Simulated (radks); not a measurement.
The numbers below are computed, except where a source is named.
Radial electron density D(r) = 4 pi r^2 rho(r) of an atom or ion with 22 electrons. Level of theory: Dirac Kohn-Sham, BLYP, spin-unpolarised, spherical densities, finite nucleus; Fermi nuclear charge, rms radius of each element as measured or else 0.836 A^(1/3) + 0.57 fm (a radial shooting solver on a logarithmic mesh with Libxc functionals).

| r (bohr) | D(r) (e/bohr) |
|---|---|
| 0.002995 | 0.7634 |
| 0.003932 | 1.253 |
| 0.005161 | 2.031 |
| 0.006774 | 3.236 |
| 0.008891 | 5.044 |
| 0.01158 | 7.548 |
| 0.0152 | 11.02 |
| 0.01995 | 15.31 |
| 0.02618 | 19.97 |
| 0.03437 | 24.02 |
| 0.04511 | 26.11 |
| 0.05921 | 25.30 |
| 0.07772 | 22.22 |
| 0.102 | 19.69 |
| 0.1339 | 20.86 |
| 0.1744 | 25.28 |
| 0.2289 | 28.03 |
| 0.3004 | 23.67 |
| 0.3943 | 14.37 |
| 0.5175 | 8.359 |
| 0.6793 | 8.898 |
| 0.8917 | 10.27 |
| 1.17 | 7.849 |
| 1.536 | 3.970 |
| 2.016 | 1.751 |
| 2.647 | 1.068 |
| 3.446 | 0.7425 |
| 4.524 | 0.3741 |
| 5.938 | 0.1152 |
| 7.794 | 0.01915 |
| 10.23 | 0.001505 |

What is the nuclear charge?

Answer. Z = 22. The innermost maximum, from 1s, lies near gamma/Z bohr with gamma = sqrt(1 - (Z/c)^2) = 0.987, here 0.0449 bohr (found: 0.0481), and its height grows with Z. The density is that of neutral titanium in [Ar] 3d2 4s2; the configuration itself is not fixed sharply by these data, and Z only to about a unit. D(r) has 3 maxima, at r = 0.0481, 0.225, 0.871 bohr, and minima at 0.109, 0.570 bohr, inside which lie 2.14, 10.45 electrons.
